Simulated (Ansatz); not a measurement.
Born–Oppenheimer molecular dynamics of CH6BFO (10 atoms, charge 0, multiplicity 1). It starts at the highest image of a converged band. Of that band: The profile has 2 maxima (images 3, 6) with wells between them (image 5): this band takes more than one step, which may be the mechanism or a detour left from its start path. Neighbouring images differ by up to 1.8 eV, so the band resolves the path poorly. A vibrational analysis at the climbing image gives one clearly imaginary mode, 1249i cm⁻¹: a first-order saddle point.

The calculation used RKS r2SCAN-D4/def2-SVP in Ansatz.

- ensemble: NVE (velocity Verlet)
- time step: 0.5 fs
- steps asked: 200
- starting velocities drawn for: 300 K
- seed: 10836

Frames 2.5 fs apart, positions in Å.

Velocities at 10 fs (Å/ps):

```
B -1.99 -4.03 6.56
O -3.41 -2.57 -1.31
H -3.84 7.26 -4.73
F -0.23 1.05 -2.54
C 4.84 0.54 2.67
H 3.86 -12.51 15.95
H -3.52 2.52 -4.52
H -1.36 7.01 -0.04
H 9.79 29.07 -9.86
H 17.27 24.38 -30.41
```

```xyz
10
Properties=species:S:1:pos:R:3 time_fs=10 energy_less_start_eV=0.052 T=251
B 0.010 0.173 0.107
O -0.106 0.027 1.617
H -1.033 0.205 1.833
F 1.065 -0.439 -0.429
C -1.337 -0.013 -0.646
H -1.676 -1.045 -0.546
H -2.095 0.637 -0.196
H -1.279 0.203 -1.718
H 0.253 1.720 0.192
H 0.179 1.268 1.072
10
Properties=species:S:1:pos:R:3 time_fs=12.5 energy_less_start_eV=-0.238 T=530
B 0.003 0.161 0.125
O -0.115 0.020 1.614
H -1.041 0.215 1.825
F 1.065 -0.436 -0.435
C -1.327 -0.010 -0.640
H -1.663 -1.077 -0.505
H -2.114 0.643 -0.211
H -1.282 0.221 -1.720
H 0.283 1.776 0.191
H 0.233 1.364 0.956
10
Properties=species:S:1:pos:R:3 time_fs=15 energy_less_start_eV=-0.455 T=743
B -0.007 0.138 0.151
O -0.122 0.011 1.608
H -1.042 0.212 1.824
F 1.068 -0.431 -0.439
C -1.323 -0.005 -0.636
H -1.635 -1.074 -0.471
H -2.137 0.639 -0.234
H -1.282 0.229 -1.717
H 0.328 1.835 0.188
H 0.306 1.522 0.803
10
Properties=species:S:1:pos:R:3 time_fs=17.5 energy_less_start_eV=-0.996 T=1261
B -0.018 0.101 0.186
O -0.128 0.002 1.597
H -1.040 0.201 1.833
F 1.071 -0.423 -0.442
C -1.325 0.003 -0.634
H -1.596 -1.037 -0.453
H -2.156 0.619 -0.258
H -1.275 0.218 -1.707
H 0.393 1.989 0.030
H 0.392 1.671 0.769
10
Properties=species:S:1:pos:R:3 time_fs=20 energy_less_start_eV=-1.180 T=1442
B -0.030 0.054 0.225
O -0.132 -0.008 1.582
H -1.041 0.187 1.850
F 1.075 -0.413 -0.441
C -1.332 0.017 -0.633
H -1.571 -1.026 -0.452
H -2.180 0.599 -0.272
H -1.255 0.193 -1.706
H 0.470 2.150 -0.108
H 0.487 1.868 0.697
10
Properties=species:S:1:pos:R:3 time_fs=22.5 energy_less_start_eV=-1.325 T=1581
B -0.042 -0.002 0.257
O -0.133 -0.018 1.569
H -1.031 0.171 1.869
F 1.077 -0.400 -0.437
C -1.339 0.034 -0.632
H -1.571 -1.053 -0.466
H -2.217 0.590 -0.272
H -1.221 0.161 -1.720
H 0.554 2.284 -0.148
H 0.586 2.125 0.519
10
Properties=species:S:1:pos:R:3 time_fs=25 energy_less_start_eV=-1.423 T=1673
B -0.054 -0.061 0.271
O -0.132 -0.028 1.563
H -1.013 0.156 1.889
F 1.078 -0.386 -0.428
C -1.346 0.048 -0.631
H -1.590 -1.063 -0.502
H -2.249 0.586 -0.269
H -1.180 0.136 -1.724
H 0.636 2.447 -0.309
H 0.694 2.371 0.463
10
Properties=species:S:1:pos:R:3 time_fs=27.5 energy_less_start_eV=-1.345 T=1602
B -0.068 -0.120 0.262
O -0.127 -0.038 1.567
H -1.004 0.147 1.914
F 1.077 -0.371 -0.415
C -1.355 0.055 -0.629
H -1.625 -1.032 -0.556
H -2.257 0.583 -0.277
H -1.143 0.130 -1.706
H 0.721 2.618 -0.461
H 0.800 2.617 0.397
10
Properties=species:S:1:pos:R:3 time_fs=30 energy_less_start_eV=-1.475 T=1724
B -0.085 -0.172 0.238
O -0.119 -0.049 1.579
H -0.997 0.140 1.935
F 1.075 -0.356 -0.399
C -1.363 0.054 -0.627
H -1.683 -0.994 -0.619
H -2.246 0.592 -0.291
H -1.114 0.156 -1.683
H 0.818 2.786 -0.485
H 0.895 2.867 0.205
10
Properties=species:S:1:pos:R:3 time_fs=32.5 energy_less_start_eV=-1.550 T=1795
B -0.104 -0.215 0.211
O -0.109 -0.062 1.593
H -0.983 0.132 1.945
F 1.073 -0.343 -0.382
C -1.369 0.045 -0.627
H -1.773 -0.989 -0.688
H -2.231 0.630 -0.298
H -1.092 0.219 -1.675
H 0.903 2.937 -0.612
H 1.001 3.135 0.116
10
Properties=species:S:1:pos:R:3 time_fs=35 energy_less_start_eV=-1.346 T=1604
B -0.124 -0.246 0.195
O -0.097 -0.078 1.604
H -0.973 0.122 1.949
F 1.072 -0.331 -0.364
C -1.377 0.028 -0.633
H -1.877 -0.989 -0.762
H -2.202 0.691 -0.293
H -1.079 0.308 -1.671
H 0.988 3.089 -0.756
H 1.108 3.400 0.044
10
Properties=species:S:1:pos:R:3 time_fs=37.5 energy_less_start_eV=-1.502 T=1750
B -0.141 -0.265 0.197
O -0.084 -0.096 1.609
H -0.967 0.110 1.952
F 1.072 -0.322 -0.347
C -1.392 0.004 -0.646
H -1.966 -0.947 -0.838
H -2.139 0.747 -0.274
H -1.079 0.398 -1.644
H 1.090 3.287 -0.776
H 1.195 3.618 -0.152
```

Of the whole run (100 fs, mean temperature of the second half 1575 K): The conserved energy stayed within 0.48 meV per atom of its start (net change 0.4 meV per atom), so the integration is sound. The kinetic energy rose, since the run started high on the potential surface and went downhill. It ends in pieces (CH4BFO + H2), so much of that is their flight and rotation, not heat. A run of 0.1 ps of so small a system gives no equilibrium averages. The orbitals stay closed-shell, which can raise the energy where a bond breaks towards radicals; this wasn't checked here.

Run time: 4.6 min on 2 threads of Intel(R) Xeon(R) Platinum 8488C (Sapphire Rapids) (shared host), peak memory 0.15 GiB.
